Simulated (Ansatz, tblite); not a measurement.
Forces on the cluster TeAs2⁺ at its PBE-D4/def2-TZVP geometry. Charge 1, multiplicity 2.

In the def2 sets Te takes a core potential; there is no spin–orbit coupling. The xTB rows come from tblite. The structure comes from a short search, and lower isomers may exist.

GFN1-xTB (tblite), largest force 1.23 eV/Å:

```xyz
3
positions Å, forces eV/Å
As   -0.304   -0.453    1.275    0.159    0.224   -1.194
As   -0.503   -0.833   -0.988    0.353    0.594    1.012
Te    0.807    1.287   -0.287   -0.512   -0.818    0.183
```

GFN2-xTB (tblite), largest force 0.77 eV/Å:

```
As 0.144 0.213 -0.710
As 0.257 0.427 0.567
Te -0.401 -0.640 0.143
```

r2SCANh-D4/def2-TZVP (Ansatz), largest force 0.74 eV/Å:

```
As 0.063 0.082 -0.735
As 0.185 0.314 0.647
Te -0.249 -0.397 0.089
```
